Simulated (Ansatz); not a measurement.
Geometry optimisation, Ansatz 0.2.0, RKS PBE/def2-SVP.

The input (input.yaml):

```yaml
crystal:
  periodic: [false, false, false]
  atoms:
    - { symbol: W, position_ang: [0.0, 0.0, 0.0] }
    - { symbol: O, position_ang: [0.0, 0.0, 2.29] }
    - { symbol: H, position_ang: [-0.9095, -0.2814, 2.6271] }
    - { symbol: F, position_ang: [1.85, 0.0, 0.0] }
    - { symbol: F, position_ang: [0.0, 1.85, 0.0] }
    - { symbol: F, position_ang: [-1.85, 0.0, 0.0] }
    - { symbol: Cl, position_ang: [0.0, -2.39, 0.0] }
    - { symbol: F, position_ang: [0.0, 0.0, -1.85] }
    - { symbol: Cl, position_ang: [1.7619, -1.8472, 0.8482] }
    - { symbol: H, position_ang: [0.9162, -0.9605, 2.0562] }
basis:
  gaussian: { orbitals: def2-SVP }
hamiltonian:
  xc: pbe
relax:
  f_tol: 0.15
  max_steps: 25
  restrain:
    - { distance: [0, 8], at: 3.59, k: 30.0 }
    - { distance: [9, 1], at: 2.21, k: 30.0 }
    - { distance: [0, 1], at: 1.94, k: 30.0 }
    - { distance: [9, 8], at: 1.37, k: 30.0 }
```

Command:

```bash
$ ansatz run input.yaml --threads 4 --pin off --max-ram 5120MiB --backend cpu --events-out ev --progress --plain --runs-dir out
```

Task: Where does it end, and by what steps?

Result: It converged. The restraints hold the end off the free minimum; the threshold counts their pulls, which the force column leaves out. Restrained pairs: W1–Cl9 (2.69 → 3.61 Å), O2–H10 (1.35 → 2.21 Å), W1–O2 (2.29 → 1.92 Å), Cl9–H10 (1.72 → 1.34 Å). After 11 steps the energy has fallen by 7.588 eV (the restraints' own energy left out); Cl9 moved furthest, 1.03 Å. The start is strongly strained (largest force component 8 eV/Å), so its close contacts needn't be bonds.

| step | energy less start (eV) | largest force component (eV/Å) | accepted |
| --- | --- | --- | --- |
| 0 | 0.0000 | 8.316 | yes |
| 1 | -2.3557 | 6.678 | yes |
| 2 | -4.1458 | 4.899 | yes |
| 3 | -5.8391 | 3.744 | yes |
| 4 | -6.9926 | 1.452 | yes |
| 5 | -7.4134 | 1.054 | yes |
| 6 | -7.4710 | 1.187 | yes |
| 7 | -7.5424 | 1.042 | yes |
| 8 | -7.5711 | 1.048 | yes |
| 9 | -7.5784 | 0.959 | yes |
| 10 | -7.5910 | 0.918 | yes |
| 11 | -7.5882 | 0.992 | yes |

```xyz
10
Properties=species:S:1:pos:R:3
W -0.119 -0.054 -0.077
O -0.160 -0.216 1.834
H -0.844 0.132 2.440
F 1.726 -0.006 -0.303
F -0.027 1.817 0.151
F -1.994 0.082 0.059
Cl -0.252 -2.293 -0.552
F -0.404 0.343 -1.883
Cl 2.255 -2.099 1.718
H 1.588 -1.334 2.586
```

The run took 26 s on 4 threads of Intel(R) Xeon(R) 6975P-C (Granite Rapids), on a shared host, peak memory 0.4 GiB.
